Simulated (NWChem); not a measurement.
System: cyclopentadiene (C5H6); SMILES C1=CCC=C1

NWChem input:

```
start job
memory heap 200 mb stack 900 mb global 1100 mb
geometry units angstroms
  C      0.731799     0.000000    -0.991285
  C      1.175476     0.000000     0.284327
  C      0.000000     0.000000     1.209057
  C     -1.175476     0.000000     0.284327
  C     -0.731799     0.000000    -0.991285
  H      1.353492     0.000000    -1.888672
  H      2.215769     0.000000     0.612775
  H      0.000000     0.880871     1.878769
  H      0.000000    -0.880871     1.878769
  H     -2.215769     0.000000     0.612775
  H     -1.353492     0.000000    -1.888672
end
basis spherical
  * library sto-3g
end
dft
  xc hfexch
  iterations 150
end
driver
  maxiter 120
end
task dft optimize
task dft freq
```

NWChem printed, in part:

```
             Northwest Computational Chemistry Package (NWChem) 7.3.0
             --------------------------------------------------------

 C2V symmetry detected

                             Geometry "geometry" -> ""
                             -------------------------

 Output coordinates in angstroms (scale by  1.889725989 to convert to a.u.)

  No.       Tag          Charge          X              Y              Z
 ---- ---------------- ---------- -------------- -------------- --------------
    1 C                    6.0000     0.73179900     0.00000000    -0.99063472
    2 C                    6.0000     1.17547600     0.00000000     0.28497728
    3 C                    6.0000     0.00000000     0.00000000     1.20970728
    4 C                    6.0000    -1.17547600     0.00000000     0.28497728
    5 C                    6.0000    -0.73179900     0.00000000    -0.99063472
    6 H                    1.0000     1.35349200     0.00000000    -1.88802172
    7 H                    1.0000     2.21576900     0.00000000     0.61342528
    8 H                    1.0000     0.00000000     0.88087100     1.87941928
    9 H                    1.0000     0.00000000    -0.88087100     1.87941928
   10 H                    1.0000    -2.21576900     0.00000000     0.61342528
   11 H                    1.0000    -1.35349200     0.00000000    -1.88802172

 Effective nuclear repulsion energy (a.u.)     156.6664442716

      Symmetry information
      --------------------

 Group name             C2v
 Group number             16
 Group order               4
 No. of unique centers     6

                                Z-matrix (autoz)
                                --------

 Units are Angstrom for bonds and degrees for angles

      Type          Name      I     J     K     L     M      Value
      ----------- --------  ----- ----- ----- ----- ----- ----------
    1 Stretch                  1     2                       1.35057
    2 Stretch                  1     5                       1.46360
    3 Stretch                  1     6                       1.09170
    4 Stretch                  2     3                       1.49562
    5 Stretch                  2     7                       1.09091
    6 Stretch                  3     4                       1.49562
    7 Stretch                  3     8                       1.10655
    8 Stretch                  3     9                       1.10655
    9 Stretch                  4     5                       1.35057
   10 Stretch                  4    10                       1.09091
   11 Stretch                  5    11                       1.09170
   12 Bend                     1     2     3               109.01318
   13 Bend                     1     2     7               126.70073
   14 Bend                     1     5     4               109.17844
   15 Bend                     1     5    11               124.71350
   16 Bend                     2     1     5               109.17844
   17 Bend                     2     1     6               126.10806
   18 Bend                     2     3     4               103.61676
   19 Bend                     2     3     8               111.97534
   20 Bend                     2     3     9               111.97534
   21 Bend                     3     2     7               124.28610
   22 Bend                     3     4     5               109.01318
   23 Bend                     3     4    10               124.28610
   24 Bend                     4     3     8               111.97534
   25 Bend                     4     3     9               111.97534
   26 Bend                     4     5    11               126.10806
   27 Bend                     5     1     6               124.71350
   28 Bend                     5     4    10               126.70073
   29 Bend                     8     3     9               105.50972
   30 Torsion                  1     2     3     4          -0.00000
   31 Torsion                  1     2     3     8        -120.86014
   32 Torsion                  1     2     3     9         120.86014
   33 Torsion                  1     5     4     3           0.00000
   34 Torsion                  1     5     4    10         180.00000
   35 Torsion                  2     1     5     4           0.00000
   36 Torsion                  2     1     5    11         180.00000
   37 Torsion                  2     3     4     5           0.00000
   38 Torsion                  2     3     4    10         180.00000
   39 Torsion                  3     2     1     5           0.00000
   40 Torsion                  3     2     1     6         180.00000
   41 Torsion                  3     4     5    11         180.00000
   42 Torsion                  4     3     2     7         180.00000
   43 Torsion                  4     5     1     6         180.00000
   44 Torsion                  5     1     2     7         180.00000
   45 Torsion                  5     4     3     8         120.86014
   46 Torsion                  5     4     3     9        -120.86014
   47 Torsion                  6     1     2     7           0.00000
   48 Torsion                  6     1     5    11          -0.00000
   49 Torsion                  7     2     3     8          59.13986
   50 Torsion                  7     2     3     9         -59.13986
   51 Torsion                  8     3     4    10         -59.13986
   52 Torsion                  9     3     4    10          59.13986
   53 Torsion                 10     4     5    11           0.00000

  xc_inp: hfexch multiplicative factor not found.

[...]

      ----------------------
      Optimization converged
      ----------------------

  Step       Energy      Delta E   Gmax     Grms     Xrms     Xmax
  ---- ---------------- -------- -------- -------- -------- --------
@    5    -190.45710751 -2.0D-07  0.00003  0.00001  0.00027  0.00082
                                     ok       ok       ok       ok

                                Z-matrix (autoz)
                                --------

 Units are Angstrom for bonds and degrees for angles

[...]

 Rotational Constants
 --------------------
 A=   0.284502 cm-1  (  0.409326 K)
 B=   0.272881 cm-1  (  0.392606 K)
 C=   0.142968 cm-1  (  0.205694 K)

 Temperature                      =   298.15K
 frequency scaling parameter      =   1.0000

 Zero-Point correction to Energy  =   68.698 kcal/mol  (  0.109478 au)
 Thermal correction to Energy     =   71.019 kcal/mol  (  0.113177 au)
 Thermal correction to Enthalpy   =   71.612 kcal/mol  (  0.114120 au)

 Total Entropy                    =   63.987 cal/mol-K
   - Translational                =   38.464 cal/mol-K (mol. weight =  66.0469)
   - Rotational                   =   23.102 cal/mol-K (symmetry #  =        2)
   - Vibrational                  =    2.421 cal/mol-K

 Cv (constant volume heat capacity) =   12.657 cal/mol-K
   - Translational                  =    2.979 cal/mol-K
   - Rotational                     =    2.979 cal/mol-K
   - Vibrational                    =    6.698 cal/mol-K

[normal modes left out]

 ----------------------------------------------------------------------------
 Normal Eigenvalue ||           Projected Infra Red Intensities
  Mode   [cm**-1]  || [atomic units] [(debye/angs)**2] [(KM/mol)] [arbitrary]
 ------ ---------- || -------------- ----------------- ---------- -----------
    1       -0.000 ||    0.000014           0.000         0.013       0.045
    2       -0.000 ||    0.000009           0.000         0.008       0.028
    3       -0.000 ||    0.000005           0.000         0.005       0.017
    4        0.000 ||    0.000020           0.000         0.020       0.065
    5        0.000 ||    0.000042           0.001         0.041       0.136
    6        0.000 ||    0.000037           0.001         0.036       0.121
    7      402.265 ||    0.004748           0.110         4.629      15.465
    8      602.779 ||    0.000000           0.000         0.000       0.000
    9      812.049 ||    0.024726           0.570        24.104      80.535
   10      898.538 ||    0.000000           0.000         0.000       0.000
   11      916.737 ||    0.000186           0.004         0.182       0.607
   12      926.009 ||    0.003873           0.089         3.776      12.616
   13     1080.967 ||    0.001343           0.031         1.309       4.373
   14     1124.910 ||    0.002802           0.065         2.731       9.125
   15     1147.283 ||    0.002515           0.058         2.452       8.191
   16     1156.752 ||    0.000942           0.022         0.919       3.070
   17     1157.184 ||    0.000000           0.000         0.000       0.000
   18     1176.931 ||    0.000036           0.001         0.035       0.116
   19     1293.674 ||    0.000385           0.009         0.376       1.255
   20     1309.588 ||    0.000533           0.012         0.519       1.735
   21     1351.949 ||    0.000000           0.000         0.000       0.000
   22     1510.108 ||    0.001470           0.034         1.433       4.789
   23     1586.741 ||    0.001569           0.036         1.530       5.111
   24     1652.135 ||    0.007894           0.182         7.695      25.711
   25     1776.291 ||    0.000446           0.010         0.435       1.452
   26     1924.718 ||    0.002501           0.058         2.439       8.147
   27     2008.168 ||    0.002371           0.055         2.311       7.721
   28     3584.221 ||    0.000280           0.006         0.273       0.913
   29     3690.107 ||    0.000026           0.001         0.025       0.085
   30     3722.101 ||    0.013712           0.316        13.367      44.660
   31     3733.073 ||    0.027047           0.624        26.367      88.095
   32     3761.830 ||    0.001508           0.035         1.470       4.911
   33     3771.113 ||    0.000278           0.006         0.271       0.904
 ----------------------------------------------------------------------------
```

Level: Hartree-Fock/STO-3G.
